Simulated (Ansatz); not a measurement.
Steps of a relaxation of C4H8AlN, SMILES `CN=C=[C](C)[AlH2]` with RKS PBE0-D4/def2-TZVP.

```sh
$ ansatz run in.yaml --threads 4 --pin off --events-out ev --progress --plain --max-ram 10444MiB
```

```yaml
crystal:
  periodic: [false, false, false]
  atoms:
    - {symbol: C, position_ang: [-0.619746, -2.692921, 0.159276]}
    - {symbol: N, position_ang: [0.349423, -1.644908, 0.393358]}
    - {symbol: C, position_ang: [0.314878, -0.452441, 0.115206]}
    - {symbol: C, position_ang: [0.352111, 0.870189, -0.072550]}
    - {symbol: C, position_ang: [0.958097, 1.515327, -1.312485]}
    - {symbol: Al, position_ang: [-0.470780, 1.822227, 1.399572]}
    - {symbol: H, position_ang: [-0.859926, -2.792961, -0.921108]}
    - {symbol: H, position_ang: [-1.566610, -2.484272, 0.702524]}
    - {symbol: H, position_ang: [-0.223533, -3.662291, 0.518492]}
    - {symbol: H, position_ang: [0.317546, 2.335586, -1.696615]}
    - {symbol: H, position_ang: [1.106561, 0.788849, -2.137253]}
    - {symbol: H, position_ang: [1.948537, 1.965534, -1.085651]}
    - {symbol: H, position_ang: [-0.573356, 3.419260, 1.329029]}
    - {symbol: H, position_ang: [-1.046203, 0.983623, 2.637004]}
basis:
  gaussian: {orbitals: def2-TZVP}
hamiltonian: {xc: pbe0, dispersion: d4}
relax: {f_tol: 0.005, max_steps: 150}
```

Positions (Å) and forces (eV/Å) along the path, 11 of 24 steps:

```xyz
14
step=1 energy=-12356.1334 eV
C    -0.620   -2.693    0.159   -0.406   -0.186   -0.146
N     0.349   -1.645    0.393    0.016    1.246   -0.249
C     0.315   -0.452    0.115   -0.054   -0.398    0.040
C     0.352    0.870   -0.073   -0.055   -0.833    0.153
C     0.958    1.515   -1.312    0.166    0.075   -0.252
Al   -0.471    1.822    1.400    0.029   -0.082   -0.040
H    -0.860   -2.793   -0.921    0.150    0.080    0.535
H    -1.567   -2.484    0.703    0.497   -0.071   -0.257
H    -0.224   -3.662    0.518   -0.133    0.562   -0.169
H     0.318    2.336   -1.697    0.290   -0.430    0.216
H     1.107    0.789   -2.137   -0.091    0.345    0.419
H     1.949    1.966   -1.086   -0.495   -0.239   -0.089
H    -0.573    3.419    1.329    0.012   -0.179    0.003
H    -1.046    0.984    2.637    0.074    0.110   -0.166
14
step=3 energy=-12356.2056 eV
C    -0.611   -2.649    0.147   -0.060    0.008   -0.020
N     0.365   -1.620    0.405    0.105   -0.052    0.030
C     0.322   -0.446    0.128   -0.022    0.037    0.005
C     0.347    0.856   -0.060   -0.042    0.016   -0.001
C     0.944    1.480   -1.304    0.016   -0.005    0.000
Al   -0.471    1.804    1.396    0.009   -0.009   -0.012
H    -0.833   -2.726   -0.921    0.004    0.007   -0.008
H    -1.542   -2.435    0.679   -0.010    0.004    0.008
H    -0.227   -3.607    0.494    0.006   -0.007    0.001
H     0.308    2.280   -1.688   -0.010    0.005    0.000
H     1.082    0.751   -2.104   -0.001   -0.010   -0.007
H     1.920    1.924   -1.089    0.011    0.005    0.001
H    -0.575    3.387    1.326   -0.002    0.003   -0.001
H    -1.042    0.972    2.620   -0.003   -0.002    0.005
14
step=7 energy=-12356.2076 eV
C    -0.612   -2.630    0.143    0.004    0.008    0.002
N     0.394   -1.628    0.418   -0.008    0.004    0.017
C     0.342   -0.451    0.144    0.007   -0.003   -0.013
C     0.351    0.849   -0.054    0.010   -0.008   -0.003
C     0.945    1.466   -1.302    0.001   -0.001   -0.002
Al   -0.477    1.798    1.395   -0.010    0.006    0.015
H    -0.860   -2.661   -0.921   -0.009    0.004   -0.025
H    -1.524   -2.419    0.706   -0.001    0.002    0.009
H    -0.238   -3.607    0.443    0.009   -0.015    0.006
H     0.297    2.248   -1.702   -0.006    0.007   -0.003
H     1.102    0.727   -2.091    0.002   -0.005   -0.003
H     1.911    1.931   -1.088    0.000   -0.001    0.004
H    -0.610    3.378    1.311    0.003    0.008   -0.005
H    -1.033    0.971    2.628   -0.001   -0.006    0.001
14
step=9 energy=-12356.2073 eV rejected
C    -0.625   -2.621    0.139   -0.103   -0.062   -0.011
N     0.395   -1.636    0.421    0.005    0.017    0.033
C     0.354   -0.457    0.153    0.007   -0.014   -0.051
C     0.368    0.842   -0.048   -0.047    0.008    0.064
C     0.963    1.457   -1.295    0.062    0.030   -0.057
Al   -0.485    1.797    1.387    0.018    0.000   -0.017
H    -0.963   -2.565   -0.905    0.036   -0.014    0.162
H    -1.490   -2.460    0.797    0.137   -0.061   -0.112
H    -0.223   -3.620    0.331   -0.074    0.124   -0.035
H     0.287    2.198   -1.732    0.034   -0.034    0.018
H     1.180    0.708   -2.061   -0.013    0.044    0.041
H     1.900    1.976   -1.064   -0.056   -0.027   -0.031
H    -0.680    3.369    1.256    0.007   -0.012    0.007
H    -0.991    0.982    2.650   -0.011    0.001   -0.010
14
step=13 energy=-12356.2134 eV
C    -0.621   -2.621    0.149   -0.063    0.027    0.154
N     0.363   -1.610    0.460    0.077   -0.344   -0.008
C     0.332   -0.443    0.158    0.023    0.220   -0.092
C     0.356    0.851   -0.063   -0.085    0.034   -0.018
C     0.975    1.454   -1.304    0.073    0.000    0.042
Al   -0.501    1.797    1.370   -0.023    0.075    0.003
H    -1.065   -2.483   -0.840   -0.001    0.036   -0.021
H    -1.416   -2.580    0.899   -0.006   -0.054   -0.030
H    -0.158   -3.605    0.202    0.012    0.001   -0.017
H     0.315    2.197   -1.757   -0.009   -0.008    0.010
H     1.198    0.698   -2.060   -0.001    0.005    0.005
H     1.911    1.965   -1.060    0.004    0.008   -0.032
H    -0.620    3.378    1.280   -0.004    0.013    0.011
H    -1.083    0.975    2.595    0.002   -0.012   -0.008
14
step=16 energy=-12356.2294 eV
C    -0.636   -2.635    0.146   -0.003    0.049    0.016
N     0.367   -1.650    0.480    0.148    0.275   -0.033
C     0.364   -0.471    0.194   -0.278   -0.286    0.070
C     0.369    0.828   -0.025    0.066   -0.119   -0.056
C     1.008    1.428   -1.256    0.108   -0.033   -0.059
Al   -0.538    1.859    1.309   -0.043    0.112    0.140
H    -1.377   -2.250   -0.559   -0.043   -0.017   -0.011
H    -1.141   -2.955    1.061    0.020    0.053   -0.004
H    -0.156   -3.520   -0.277    0.045    0.077   -0.017
H     0.325    2.113   -1.761   -0.021    0.014   -0.014
H     1.307    0.662   -1.974    0.017    0.015   -0.023
H     1.899    2.006   -0.994    0.002   -0.009   -0.013
H    -0.646    3.443    1.117    0.004   -0.142    0.001
H    -1.157    1.115    2.566   -0.021    0.010    0.002
14
step=17 energy=-12356.2404 eV
C    -0.637   -2.611    0.159    0.002   -0.028    0.016
N     0.366   -1.626    0.491   -0.034   -0.116    0.041
C     0.337   -0.454    0.194    0.032    0.106   -0.077
C     0.358    0.839   -0.043    0.024   -0.002    0.001
C     1.025    1.416   -1.274   -0.052   -0.005    0.015
Al   -0.548    1.844    1.320   -0.010    0.007   -0.013
H    -1.424   -2.212   -0.487   -0.004    0.004   -0.008
H    -1.087   -2.981    1.083    0.014   -0.003   -0.006
H    -0.158   -3.460   -0.334   -0.001    0.029    0.008
H     0.345    2.080   -1.812    0.000    0.006   -0.010
H     1.349    0.638   -1.967    0.019   -0.009   -0.003
H     1.900    2.012   -1.003    0.021   -0.006    0.003
H    -0.643    3.421    1.161   -0.007    0.016    0.019
H    -1.196    1.067    2.539   -0.002    0.002    0.014
14
step=19 energy=-12356.2409 eV rejected
C    -0.641   -2.610    0.167   -0.025   -0.041   -0.016
N     0.357   -1.620    0.496   -0.029    0.039    0.014
C     0.330   -0.450    0.188   -0.004   -0.032    0.009
C     0.352    0.843   -0.052   -0.020   -0.015    0.063
C     1.036    1.409   -1.276    0.023    0.044   -0.081
Al   -0.565    1.849    1.306    0.036    0.004    0.025
H    -1.475   -2.195   -0.412    0.058   -0.035    0.043
H    -1.026   -3.047    1.093    0.027    0.029   -0.073
H    -0.168   -3.413   -0.405   -0.043    0.032    0.032
H     0.365    2.067   -1.836    0.011   -0.010    0.009
H     1.378    0.625   -1.955   -0.007    0.007    0.010
H     1.907    2.008   -0.997   -0.014   -0.006    0.003
H    -0.656    3.429    1.177   -0.005    0.000   -0.021
H    -1.208    1.075    2.532   -0.008   -0.015   -0.016
14
step=20 energy=-12356.2416 eV
C    -0.641   -2.611    0.166    0.033    0.026   -0.007
N     0.357   -1.621    0.497   -0.019    0.027    0.005
C     0.331   -0.450    0.191    0.005   -0.020   -0.006
C     0.356    0.843   -0.049    0.001    0.004    0.016
C     1.033    1.412   -1.277    0.015    0.003   -0.013
Al   -0.556    1.848    1.313   -0.004    0.000    0.001
H    -1.459   -2.203   -0.435   -0.023    0.013   -0.013
H    -1.045   -3.027    1.088   -0.013   -0.015    0.036
H    -0.164   -3.425   -0.381    0.012   -0.029   -0.019
H     0.361    2.072   -1.830   -0.007    0.000    0.004
H     1.368    0.629   -1.960   -0.002   -0.003    0.000
H     1.907    2.008   -1.002   -0.005   -0.001    0.005
H    -0.655    3.427    1.176    0.004    0.000   -0.005
H    -1.206    1.068    2.531    0.002   -0.005   -0.002
14
step=23 energy=-12356.2418 eV
C    -0.642   -2.610    0.167    0.001   -0.003    0.002
N     0.353   -1.618    0.500   -0.008    0.006   -0.002
C     0.330   -0.448    0.191    0.003   -0.007   -0.001
C     0.357    0.844   -0.049   -0.002   -0.005    0.007
C     1.036    1.411   -1.277    0.004    0.005   -0.005
Al   -0.557    1.849    1.312    0.001   -0.001   -0.001
H    -1.472   -2.198   -0.415    0.004   -0.003    0.004
H    -1.031   -3.044    1.090    0.002    0.002   -0.007
H    -0.168   -3.414   -0.399   -0.004    0.004    0.002
H     0.361    2.063   -1.837    0.000   -0.001    0.001
H     1.380    0.626   -1.954   -0.002    0.001    0.001
H     1.904    2.015   -1.001   -0.002    0.000    0.000
H    -0.654    3.428    1.175    0.001   -0.001   -0.001
H    -1.209    1.064    2.526    0.000    0.001   -0.001
14
step=24 energy=-12356.2418 eV
C    -0.643   -2.611    0.168    0.000   -0.001    0.002
N     0.352   -1.618    0.501   -0.003   -0.003   -0.001
C     0.330   -0.449    0.191    0.002    0.001   -0.002
C     0.359    0.844   -0.049   -0.003   -0.002    0.003
C     1.037    1.412   -1.277   -0.002    0.002    0.001
Al   -0.557    1.848    1.310    0.002    0.001    0.000
H    -1.476   -2.198   -0.409    0.000    0.001    0.000
H    -1.027   -3.049    1.091    0.001    0.001   -0.001
H    -0.171   -3.411   -0.404    0.001    0.001    0.000
H     0.360    2.063   -1.836    0.001    0.000   -0.001
H     1.382    0.628   -1.954    0.001    0.000   -0.001
H     1.904    2.018   -1.000    0.001    0.000   -0.001
H    -0.653    3.428    1.172    0.000    0.000    0.000
H    -1.211    1.066    2.524    0.000    0.000    0.000
```

Hardware: 4 threads of an Arm Neoverse V1 on a shared host. Wall time 120 s, peak host memory 0.73 GiB.
